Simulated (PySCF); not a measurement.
[CrO4]3-: Cr(V) (d1), charge -3. The structure is a model geometry with rigid ligands and bond lengths from ionic radii and bond length changed to 0.92 of its base value, not a minimum; coordination tetrahedral, point group Td, metal–donor distances 1.59 Å.

The d shell alone is too small an active space for [CrO4]3- (an active orbital has only 0.61 squared overlap with the free ion's shell): its levels, fitted parameters, g values and moments show what this model gives and aren't sound predictions.

```
5

Cr    0.000    0.000    0.000
O     0.919    0.919    0.919
O    -0.919   -0.919    0.919
O    -0.919    0.919   -0.919
O     0.919   -0.919   -0.919
```

Method (PySCF 2.14, density fitting): CASSCF(1,5) with orbitals averaged over all microstates of the shell, strongly contracted NEVPT2 on the averaged canonical orbitals; basis x2c-TZVPall on the metal, x2c-SVPall elsewhere; spin-free X2C; IEF-PCM water; spin-orbit coupling by state interaction with the mean-field operator over all roots.

What is the ground state?

2E (S = 1/2, orbital degeneracy 2), with 1.0 electrons in the lower (e-type) set and 0.0 in the upper (t2-type) set, by NEVPT2.

Where do the spin-allowed transitions within the shell lie?

By NEVPT2: 2T2 at 19039 cm⁻¹ (525 nm). The strongest, at 19039 cm⁻¹, has f = 7.4e-03.

What ligand-field parameters describe the result?

At NEVPT2 level: orbital energies 0, 0, 19039, 19039, 19039 cm⁻¹; 10Dq = 19039 cm⁻¹; ζ = 204 cm⁻¹ (free ion 360), lowered by covalency.

What magnetic behaviour follows?

The ground state is orbitally degenerate (an E term, whose orbital moment is quenched to first order), so no simple spin Hamiltonian is given. The lowest spin-orbit level is 4-fold; the next lies at 19008.2 cm⁻¹. μeff is 1.72 μB at 300 K and 1.71 μB at 10 K; the spin-only value is 1.73 μB.

Charge-transfer states lie outside this active space and may come lower than some of these levels. The ground state is orbitally degenerate in this regular structure, which would distort (Jahn–Teller), so its moment is that of the undistorted model. NEVPT2 on the d shell alone tends to put d–d bands too high for such charged or covalently bound ions.

The job took 2.7 s on one thread of Arm Neoverse V1 (shared host), with 104 basis functions, launched as `OMP_NUM_THREADS=1 python lf_run.py task.json out`.
